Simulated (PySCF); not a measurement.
Method: PBE0-D3(BJ)/def2-TZVP in PySCF. Isolated molecules, 0 K electronic values unless said otherwise. One relaxed conformer stands for a flexible species; it need not be the lowest. 

Reference species (SMILES): `C=CC(C)C` (C–C–C–C torsion 118°) (neutral, multiplicity 1).

```json
{
  "HOMO": "-7.38 eV",
  "HOMO–LUMO gap": "7.81 eV"
}
```

Changed species: `CCC1CC1` (C–C–C–C torsion 154°).

Task: Predict the effect on the HOMO and HOMO–LUMO gap.

Result: the HOMO falls by 0.50 eV, to -7.88 eV; the HOMO–LUMO gap goes up by 1.53 eV, to 9.34 eV.
